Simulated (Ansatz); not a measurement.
Species: MgI2 (charge -1, doublet). 
Structure (B3LYP-D3(BJ)/def2-TZVP (Ansatz, a quantum-chemistry and plane-wave program) minimum search):
```xyz
3

Mg     1.2133     0.3424     0.2251
I     -0.3632     1.7536    -1.5349
I      0.0885    -1.8311     1.4839
```
Charge -1, spin multiplicity 2.

Basis-set convergence of Hartree-Fock and CCSD correlation energies (hartree) with Ansatz. Valence correlation only, unless marked. Open shells are spin-unrestricted. No spin-orbit coupling. Frozen are the shells of the preceding noble gas and the d and f shells that filled before the atom's block. Past Kr the def2 sets carry scalar-relativistic core potentials. This anion needs diffuse functions, which these sets lack.

```json
[
 {"basis": "def2-SVP", "functions": "70", "E(HF)": "-793.04300", "E(corr, CCSD)": "-0.23523"},
 {"basis": "def2-TZVPP", "functions": "132", "E(HF)": "[?]", "E(corr, CCSD)": "[?]"}
]
```

### Question
Complete the blanks.

### Answer

- def2-TZVPP, E(HF): -793.13437
- def2-TZVPP, E(corr, CCSD): -0.33044
